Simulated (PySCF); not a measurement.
Gas-phase reaction: Ti(OH)4 + 4 Cl ⇌ TiCl4 + 2 H2O2

Computed with PySCF (xtb for GFN2) and rigid-rotor harmonic-oscillator thermochemistry at 1 bar. S°(298 K) at PBE0/def2-TZVP differs from the NASA 1993 table for H2O2 (-8 J/mol/K); whether the harmonic model or the table's entry is off was not settled. † marks an energy on the PBE0/def2-TZVP geometry and frequencies; other levels use their own. MP2 freezes the core. Open shells (unrestricted): Cl (multiplicity 2, electronic degeneracy 6); the rest are closed-shell singlets. GFN2 has no spin-polarisation term. Spin-orbit splitting is ignored; it lowers the true energy and changes the entropy of Cl. B3LYP is the form with VWN-RPA correlation. No R ln 2 is added for the mirror-image form of H2O2. Ti(OH)4: computed as isolated molecules; such fragments, hydroxides, amides, oligomers or adducts are transient or little studied in the gas. MP2 isn't extrapolated to the basis-set limit; its ΔH°(298 K) is -162.1 kJ in def2-SVP and -258.5 kJ in def2-TZVPP. The harmonic model lacks anharmonicity and excited electronic states, which grow with temperature; levels with a mode under 35 cm⁻¹ are left out. Internal rotation in H2O2 is treated as a harmonic vibration of one conformer, which makes the entropy rough. Soft modes under 120 cm⁻¹ make the harmonic entropy rough for TiCl4. Warning, point group unlike the PBE0 one: H2O2 (GFN2-xTB).

| level | ΔE electronic, kJ | ΔH°(298 K), kJ | ΔS°(298 K), J/K | ΔG°(1200 K), kJ |
|---|---|---|---|---|
| B3LYP/def2-TZVP† | -228 | -214 | -233 | 93 |
| BLYP/def2-TZVP† | -257 | -243 | -233 | 64 |
| GFN2-xTB | -457 | -441 | -247 | -115 |
| M06-2X/def2-TZVP† | -248 | -234 | -233 | 73 |
| MP2/def2-TZVPP† | -272 | -259 | -233 | 49 |
| PBE0/def2-QZVP† | -279 | -265 | -233 | 42 |
| r2SCAN/def2-TZVP† | -290 | -276 | -233 | 31 |
| LDA/def2-TZVP† | -466 | -452 | -233 | -145 |
| ωB97M-V/def2-TZVP† | -268 | -255 | -233 | 53 |
ΔH° is lowest at LDA/def2-TZVP† and highest at B3LYP/def2-TZVP†. No reference value is set beside these.
